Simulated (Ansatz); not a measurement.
System: BO2 (charge 0, doublet). It need not be the lowest isomer of its formula. 
Coordinates optimised at B3LYP-D3(BJ)/def2-TZVP (Ansatz, a first-principles code):
```
B
O 1 1.2612
O 1 1.2612 2 180.00
```
Charge 0, spin multiplicity 2.

Parts of the frozen-core correlation energy in cc-pVDZ (Ansatz, hartree). Frozen orbitals: 3; correlated occupied orbitals by spin: 8 and 7; virtual: 31 and 32. UHF or UKS for open shells. No spin-orbit coupling. Non-relativistic.

```
term                            value
-------------------------  ----------
reference (HF)             -174.44255
MP2 opposite-spin            -0.28285
MP2 same-spin                -0.10970
CCSD correlation             -0.42129
(T)                          -0.01325
CCSDT minus CCSD(T)          -0.00148
T1 diagnostic                   0.038
largest doubles amplitude       0.106
<S^2> of the reference          0.938
```
